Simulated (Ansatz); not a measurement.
One change: `F[CH2][SnH3]` becomes `FC[TeH]`.

Ansatz, PBE0-D4/def2-TZVP geometries, multiplicity 1. 

Elements past krypton have def2 core potentials.  Spin–orbit coupling is left out; it splits and shifts lone-pair levels of the heavy atoms by tenths of an eV.

```csv
property,`F[CH2][SnH3]`
HOMO–LUMO gap (B3LYP/def2-TZVPP) / eV,7.68
zero-point energy (PBE0-D4/def2-TZVP) / kJ/mol,129.4
LUMO energy (ωB97M-V/def2-TZVPP) / eV,1.40
LUMO energy (B3LYP/def2-TZVPP) / eV,-0.16
LUMO energy (PBE/def2-TZVPP) / eV,-0.62
HOMO energy (PBE/def2-TZVPP) / eV,-6.71
```

Give the same properties after the change, and the shifts. (An estimate is asked.)

Ansatz gave: 
| property | `FC[TeH]` | shift |
| --- | --- | --- |
| HOMO–LUMO gap (B3LYP/def2-TZVPP) / eV | 5.21 | -2.47 |
| zero-point energy (PBE0-D4/def2-TZVP) / kJ/mol | 95.5 | -33.9 |
| LUMO energy (ωB97M-V/def2-TZVPP) / eV | 0.93 | -0.47 |
| LUMO energy (B3LYP/def2-TZVPP) / eV | -1.13 | -0.97 |
| LUMO energy (PBE/def2-TZVPP) / eV | -1.68 | -1.06 |
| HOMO energy (PBE/def2-TZVPP) / eV | -5.50 | 1.21 |

With PBE0 the HOMO rises by 1.49 eV and the LUMO falls by 0.98 eV, so the gap narrows by about 2.47 eV. PBE moves the HOMO by 1.21 eV and ωB97M-V by 1.58 eV. The zero-point energy changes by -33.9 kJ/mol with -6 modes.

B3LYP here is the variant with VWN-RPA as its local correlation; programs differ in this.
